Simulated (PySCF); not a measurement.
Structure from 2D NMR

Compound of formula C$_{4}$H$_{12}$N$_{2}$OSi. Correlations simulated from computed shifts and the bond graph:

HSQC (one-bond C–H):
```
  δH    δC
4.91  66.5
2.48  35.2
2.08  35.2
1.81  12.8
1.63  12.8
```

COSY cross peaks (H two or three bonds apart, from the bond graph; peaks can be absent where the dihedral angle is near 90°):
```
  δH    δH
4.91  2.48
4.91  2.08
2.48  2.08
2.48  1.81
2.48  1.63
2.08  1.81
2.08  1.63
1.81  1.63
```

HMBC (two and three bonds, from the bond graph):
```
  δH                δC
5.07              66.5
4.91        35.2, 12.8
2.48  66.5, 35.2, 12.8
2.08  66.5, 35.2, 12.8
1.81        66.5, 35.2
1.63        66.5, 35.2
```

PySCF 2.14.0 with density-fitted response routines calculation with geometry from GFN2-xTB and PBE0/pcSseg-1 with gauge-including orbitals; rapidly exchanging positions averaged, one computed conformer, relativity neglected, gas phase.

Referencing at the same level of theory: ¹H and ¹³C vs TMS.

Exchangeable hydrogens are left out of these lists.

Q: Work out the connectivity.

A: SMILES [SiH](N)(N)OC1CCC1.

Mapped SMILES: `[NH2:1][SiH:2]([NH2:3])[O:4][CH:5]1[CH2:6][CH2:7][CH2:8]1`; H(Xn) means a hydrogen on atom n. Ha(C6), Ha(C7), Ha(C8) are cis to O4 on the ring; Hb(C6), Hb(C7), Hb(C8) are trans to O4 on the ring.

- δC 66.5 is C5, an sp3 CH bonded to O (δH 4.91).
- δC 35.2 is C6/C8, an sp3 CH2 in a ring (δH 2.08, 2.48).
- δC 12.8 is C7, an sp3 CH2 in a ring (δH 1.81, 1.63).
- COSY links 4.91–2.48, 4.91–2.08, 2.48–2.08, 2.48–1.81, 2.48–1.63, 2.08–1.81.

The shifts were computed for this structure.

The OH or NH signal is concentration- and solvent-dependent in practice; the value given is the gas-phase one. Shifts are as computed. Against solution values, carbons near 30 ppm lie about +3 ppm off and those near 130 ppm about +5 ppm. Of 1211 compounds with measured shifts, 218 miss one by over three times the rms of a fit or turn the order of signals round; such compounds aren't used in these exercises.
